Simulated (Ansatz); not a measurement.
Reaction (cleavage of the Si–B bond): `B[SiH2]O` + `OBF` → `O[SiH2]OBF` + BH₃

Program: Ansatz. Geometries: PBE0-D4/def2-TZVP. ΔE: electronic, gas phase. CCSD(T)/CBS adds triple-zeta CCSD(T) − MP2 to the extrapolated MP2 energy (def2 sets, frozen cores). This one scheme is used for every species. Functionals use def2-TZVPP. Each species was taken in one conformer, which may not be the lowest.

Q: Is it downhill or uphill in electronic energy at CCSD(T)/CBS, and by how much? (An estimate is asked.)

A: The calculation gave: Downhill: ΔE = -131.1 kJ/mol.

Q: What do these levels give: ωB97M-V, PBE-QIDH, revPBE, LC-ωPBE, CCSD(T)/def2-SVP, SCS-MP2/def2-QZVPP? (Best estimate.)

A: Computed: ωB97M-V -131.8, PBE-QIDH -127.8, revPBE -101.6, LC-ωPBE -120.6, CCSD(T)/def2-SVP -117.4, SCS-MP2/def2-QZVPP -142.1 kJ/mol.

Largest T1 diagnostic among the species: 0.013.

From r2SCAN to r2SCAN0 (25 % exact exchange), in def2-TZVPP and without D4, ΔE moves by −4.5 kJ/mol. Leaving LDA and LC-ωPBE aside and taking each functional with its dispersion term where it has one, the values, not all of them listed here, spread over 36.6 kJ/mol, from BHLYP-D4 to PBE-D4.
